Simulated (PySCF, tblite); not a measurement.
Calculations on `OC1=C(F)O[C]=C1` [radical], in the order of a workflow; each names the level of the geometry that it ran on. Settings lines and outputs come from a driver script.

Species: C4H2FO2 (doublet state).
SMILES with atom numbers: `[OH:1][c:2]1[cH:3][c:4][o:5][c:6]1[F:7]` (hydrogens: H8 on O1; H9 on C3)

Step 1: GFN2-xTB geometry optimisation, gas phase (tblite 0.8.0) (from a force-field or distance-geometry start)
```json
{"job": {"kind": "relax", "xc": "GFN2-xTB", "basis": "xTB"}, "charge": 0, "multiplicity": 2}
```
```
step      E/eV     max force
  0    -607.04305    2.076
  1    -607.13547    0.721
  2    -607.15282    0.577
...
 27    -607.21410    0.024
 28    -607.21413    0.018
 29    -607.21416    0.016
 30    -607.21419    0.015
 31    -607.21421    0.010
```

Energy lowered by 3.9 kcal/mol over 31 steps; largest atomic force 0.010 eV/Å at the end. «max force» is the largest atomic force in eV/Å.

Hardware: one thread, Arm Neoverse V1 (aarch64) (shared host). Cost: 0.12 s wall.

Step 2: GFN2-xTB harmonic vibrations, gas phase (tblite 0.8.0) (on the GFN2-xTB geometry)
```json
{"job": {"kind": "ir", "xc": "GFN2-xTB", "basis": "xTB"}, "charge": 0, "multiplicity": 2}
```
```
(table of modes left out)
```

21 modes from 229 to 3506 cm⁻¹ (unscaled, harmonic); zero-point energy 32.1 kcal/mol; all wavenumbers are real at this level.

Hardware: one thread, Arm Neoverse V1 (aarch64), no GPU, shared host with 32 logical CPUs at a one-minute load of 15. Cost: 0.17 s of wall time.

Step 3: UKS B3LYP, pcH-1 on C F H O, non-relativistic, mean-field spin-orbit, GIAO (PySCF 2.14.0) (on the GFN2-xTB geometry)
```json
{"job": {"kind": "epr", "basis": "pcH-1"}, "charge": 0, "multiplicity": 2}
```
```
...
E = -403.78193362 Eh   <S^2> = 0.7577 (exact 0.7500)
g shifts (ppm)      1          2          3
  rmc          -189       -189       -189
  gc             27         18        -53
  oz_so       -1729       -126       1290
  total       -1892       -298       1048
hyperfine (MHz)  atom isotope    a_iso     a_fc   dipolar eigenvalues
    0   17O     -10.59     -10.59     -4.02      1.80      2.22
    1   13C      37.66      37.66     -5.59     -3.59      9.18
    2   13C      63.88      63.88    -21.05     -4.61     25.66
    3   13C     642.77     642.77    -74.65    -52.83    127.49
    4   17O    -119.26    -119.26    -14.06      5.99      8.07
    5   13C      38.95      38.95    -11.03     -2.80     13.83
    6   19F       6.96       6.96    -34.79    -17.35     52.14
    7    1H       6.82       6.82     -1.75     -0.74      2.50
    8    1H      10.99      10.99     -7.61     -4.86     12.47
```

⟨S²⟩ 0.758; g_iso 2.0019. rmc, gc and oz_so are the mass-correction, gauge-correction and orbital-Zeeman/spin–orbit parts of the g shift along its three principal axes; a_iso is the isotropic hyperfine coupling and a_fc its Fermi-contact part. The log counts atoms from 0, this text from 1.

On one thread of an Arm Neoverse V1, on a shared host, this took 30 s wall (with the writing of density and orbital grids) and 0.69 GiB of memory at its peak.

Geometry of the electronic-property runs (GFN2-xTB):
```
atom  x, y, z in Å
O1     1.5113   -0.8660   -0.4073
C2     0.3558   -0.2854   -0.0338
C3    -0.8847   -0.9763    0.1787
C4    -1.7788    0.0070    0.4295
O5    -1.2187    1.2063    0.5431
C6     0.0754    1.0321    0.2134
F7     0.8509    2.1121    0.1093
H8     2.1526   -0.2003   -0.6855
H9    -1.0501   -2.0235    0.0546
```

 (This holds for the electronic-property runs.)

One conformer stands for the species.
